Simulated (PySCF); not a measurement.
C₃H₁₁OSi₂ (doublet state).
Z-matrix (Å and degrees, GFN2-xTB geometry), rows numbered from 1:
```
C 
Si  1  1.9040
C   2  1.9034  1  110.81
C   2  1.9009  1  111.27  3   124.54
O   2  1.6338  1  108.71  3  -118.98
Si  5  1.6229  2  156.61  1    54.35
H   1  1.0854  2  111.44  3   -68.04
H   1  1.0862  2  111.06  3   172.03
H   1  1.0863  2  111.48  3    52.20
H   3  1.0862  2  111.41  1   -57.43
H   3  1.0854  2  111.52  1    62.87
H   3  1.0860  2  111.00  1  -177.16
H   4  1.0855  2  111.34  1   175.25
H   4  1.0852  2  111.01  1   -64.80
H   4  1.0856  2  111.43  1    55.25
H   6  1.4575  5  108.60  2    62.45
H   6  1.4577  5  108.73  2   -63.12
```

The hyperfine couplings belong to this conformer and change with its torsions.

As a line formula: `C[Si](C)(C)O[SiH2]` [radical].

Level of theory: PySCF, UKS B3LYP, pcH-1 on C H O Si, non-relativistic, mean-field spin-orbit, GIAO. One conformer (not necessarily the lowest) at the GFN2-xTB geometry, without solvent, vibrations or thermal averaging. Couplings are sensitive to structure, and on GFN2-xTB geometries they can be far from those on DFT ones, by a factor of two or more for some ions and for spin on atoms past the first row. The SCF solution wasn't tested for stability.

**Question.** Give the principal g shifts and their parts.

**Answer.** 
| Δg (ppm) | 1 | 2 | 3 |
| --- | --- | --- | --- |
| relativistic mass correction | -147 | -147 | -147 |
| gauge correction | 67 | 17 | 71 |
| orbital Zeeman/spin–orbit | -530 | -23 | 1917 |
| total | -610 | -154 | 1841 |

So g = 2.00171, 2.00217, 2.00416 and g_iso = 2.00268; the tensor is rhombic: the two nearest values differ by 19 % of g3 − g1. Axes: g3 points within 8° of the O5–Si6 bond.

**Question.** What effective moment and Curie constant follow for a powder?

**Answer.** With the mean of g² = 4.0107 and S(S+1) = 0.75: μ_eff = √(⟨g²⟩S(S+1)) = 1.734 μB and χT = 0.12505·⟨g²⟩·S(S+1) = 0.376 cm³ K/mol (cgs; spin-Hamiltonian part alone).

**Question.** What are the electron Larmor frequencies g μB B/h along the three axes at 340 mT?

**Answer.** 9.5256, 9.5278, 9.5372 GHz for g1, g2 and g3, a range of 11.7 MHz.

**Question.** Average each term over the three axes. Which is largest in size?

**Answer.** The orbital-Zeeman/spin–orbit term 455, the mass correction -147 and the gauge correction 51 ppm, for a total of 359 ppm. The orbital-Zeeman/spin–orbit term is the largest in size. The mass correction is the same along every axis, so the anisotropy comes from the other two: their spans along these axes are 54 (gauge) and 2447 ppm (orbital Zeeman/spin–orbit).

**Question.** In a frozen sample, at which fields do the three g values resonate at 9.5, 34, 94 and 263 GHz (hyperfine left aside), and which band first spreads them over more than twice a line width of 0.5 mT?

**Answer.** 
```csv
band,GHz,B(g3) mT,B(g2) mT,B(g1) mT,spread mT
X,9.5,338.67,339.01,339.09,0.41
Q,34.0,1212.09,1213.30,1213.57,1.48
W,94.0,3351.07,3354.41,3355.18,4.10
J,263.0,9375.87,9385.22,9387.36,11.48
```

The spread grows in proportion to the frequency. Q band is the first where it exceeds 1.0 mT.

The largest Mulliken spin population is on Si6 (+0.88). The angles at Si6 add up to 332.1°, so it is pyramidal.

The HOMO–LUMO gaps are 5.73 eV among the α and 5.53 eV among the β orbitals.

On one thread, Arm Neoverse V1 (aarch64), shared host with 32 logical CPUs at a one-minute load of 30, this took 95 s (with the writing of density and orbital grids) and 0.96 GiB of memory at its peak.
